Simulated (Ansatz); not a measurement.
Basis-set extrapolation for `OC1=CB1` (PBE0-D4/def2-TZVP geometry, frozen core, Ansatz 0.2.0). Multiplicity 1, RHF reference.

```tsv
	def2-TZVPP	def2-QZVPP
HF	-177.041436	-177.049338
MP2 correlation	-0.634330	-0.679649
CCSD(T) correlation	-0.682507	not run
```

Energies in hartree. Use E(X) = E(∞) + A·exp(−7.88·√X) for Hartree–Fock and E(X) = E(∞) + B·X^(−2.97) for correlation, with X = 3 and 4, and add CCSD(T) minus MP2 of the smaller set to the MP2 limit.

What is the CCSD(T) energy at the basis-set limit?

HF limit: -177.049338 + (-0.007902) × 0.13774 = -177.05043. MP2 limit: -0.679649 + (-0.045319) × 0.74074 = -0.71322. Higher-order term: -0.682507 − (-0.634330) = -0.04818. Total: -177.81183 hartree, 230.7 kJ/mol below CCSD(T)/def2-TZVPP.
